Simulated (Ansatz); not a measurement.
Born–Oppenheimer molecular dynamics of CH6Ge (8 atoms, charge 0, multiplicity 1). It starts at the highest image of a converged band, a first-order saddle point between two minima.

Computed with Ansatz, RKS BLYP/def2-SVP.

```yaml
ensemble: NVE (velocity Verlet)
time_step: 0.5 fs
steps_asked: 200
starting_velocities_drawn_for: 300 K
seed: 4116
```

First frame:

```xyz
8
Properties=species:S:1:pos:R:3
Ge 0.269 0.020 -0.511
C 1.060 -0.002 1.782
H 0.103 -0.270 2.255
H 1.837 -0.759 1.985
H 1.388 1.018 2.042
H 1.679 0.015 0.168
H -0.584 1.253 -0.070
H -0.539 -1.275 -0.171
```

(1) How far do the bonds stretch over the last three quarters of this one trajectory? (Pairs bonded in most of those frames.)

Results:

(1) 
```json
{"bond": "Ge1–C2", "mean (Å)": "2.176", "spread (Å)": "0.255", "shortest": "1.76", "longest": "2.50"}
{"bond": "Ge1–H6", "mean (Å)": "1.596", "spread (Å)": "0.061", "shortest": "1.52", "longest": "1.76"}
{"bond": "Ge1–H7", "mean (Å)": "1.595", "spread (Å)": "0.082", "shortest": "1.44", "longest": "1.72"}
{"bond": "Ge1–H8", "mean (Å)": "1.587", "spread (Å)": "0.033", "shortest": "1.51", "longest": "1.64"}
{"bond": "C2–H3", "mean (Å)": "1.111", "spread (Å)": "0.011", "shortest": "1.09", "longest": "1.13"}
{"bond": "C2–H4", "mean (Å)": "1.108", "spread (Å)": "0.015", "shortest": "1.08", "longest": "1.14"}
{"bond": "C2–H5", "mean (Å)": "1.108", "spread (Å)": "0.016", "shortest": "1.08", "longest": "1.14"}
```

Mean temperature of the second half: 1535 K. The conserved energy stayed within 0.21 meV per atom of its start (net change 0.063 meV per atom), so the integration is sound. The system heated up, since it started high on the potential surface and ran downhill. A run of 0.1 ps of so small a system gives no equilibrium averages. The orbitals stay closed-shell, which can raise the energy where a bond breaks towards radicals; this wasn't checked here.

The run took 2.5 min on 2 threads of Arm Neoverse V2, with other jobs on the host, peak memory 0.14 GiB.
